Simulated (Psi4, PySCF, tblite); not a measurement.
Interaction energy of CH2O ··· H6Si2 (SMILES C=O and [SiH3][SiH3]). Monomers: optimised at B3LYP-D3(BJ) (def2-TZVP), held rigid. Orientation: a higher rigid-body minimum at GFN2-xTB. The monomers approach along the line of their centres of mass (distance R); nothing else relaxes.

Geometry at R = 3.45 Å (first 4 atoms: monomer A):
```
12

C     -0.0057     0.0009     0.0009
O      1.1682    -0.1728    -0.1691
H     -0.7186    -0.8426     0.0836
H     -0.4438     1.0146     0.0846
Si     1.0305     0.2287     3.4848
Si     3.1580     0.3456     2.5071
H      0.7547     1.4593     4.2656
H      0.9461    -0.9391     4.3954
H     -0.0102     0.0890     2.4372
H      4.1987     0.4853     3.5547
H      3.2424     1.5134     1.5966
H      3.4337    -0.8850     1.7263
```

GFN2-xTB (tblite); RHF/3-21G = PySCF with restricted Hartree-Fock/3-21G, no counterpoise correction; RKS-B3LYP/6-31G* = restricted B3LYP/6-31G*, spherical d, no counterpoise correction run with PySCF; SAPT0/jun-cc-pVDZ, frozen core (Psi4).

Interaction energies in kcal/mol; the last columns give the difference from SAPT0:

```tsv
R / Å	GFN2-xTB	RHF/3-21G	RKS-B3LYP/6-31G*	SAPT0/jun-cc-pVDZ	GFN2-xTB − SAPT0/jun-cc-pVDZ	RHF/3-21G − SAPT0/jun-cc-pVDZ	RKS-B3LYP/6-31G* − SAPT0/jun-cc-pVDZ
2.86	1.18	10.51	9.47	7.74	-6.56	2.77	1.73
3.08	-0.95	3.66	4.25	3.16	-4.12	0.50	1.08
3.25	-1.59	0.84	1.94	1.17	-2.76	-0.33	0.78
3.45	-1.77	-0.81	0.41	-0.12	-1.65	-0.69	0.53
3.63	-1.68	-1.38	-0.29	-0.67	-1.01	-0.71	0.38
3.84	-1.47	-1.48	-0.65	-0.91	-0.57	-0.57	0.26
4.15	-1.15	-1.18	-0.70	-0.88	-0.26	-0.29	0.18
4.44	-0.88	-0.80	-0.55	-0.73	-0.16	-0.08	0.18
4.93	-0.55	-0.36	-0.26	-0.46	-0.09	0.10	0.20
5.67	-0.26	-0.12	-0.06	-0.22	-0.04	0.10	0.16
6.67	-0.09	-0.05	-0.02	-0.09	-0.01	0.04	0.07
7.96	-0.03	-0.02	-0.01	-0.03	0.00	0.01	0.02
```

GFN2-xTB is furthest from SAPT0/jun-cc-pVDZ at 2.86 (-6.56 kcal/mol, below); its mean absolute difference over the points is 1.43 kcal/mol.

RHF/3-21G is furthest from SAPT0/jun-cc-pVDZ at 2.86 (2.77 kcal/mol, above); its mean absolute difference over the points is 0.52 kcal/mol.

RKS-B3LYP/6-31G* is furthest from SAPT0/jun-cc-pVDZ at 2.86 (1.73 kcal/mol, above); its mean absolute difference over the points is 0.46 kcal/mol.
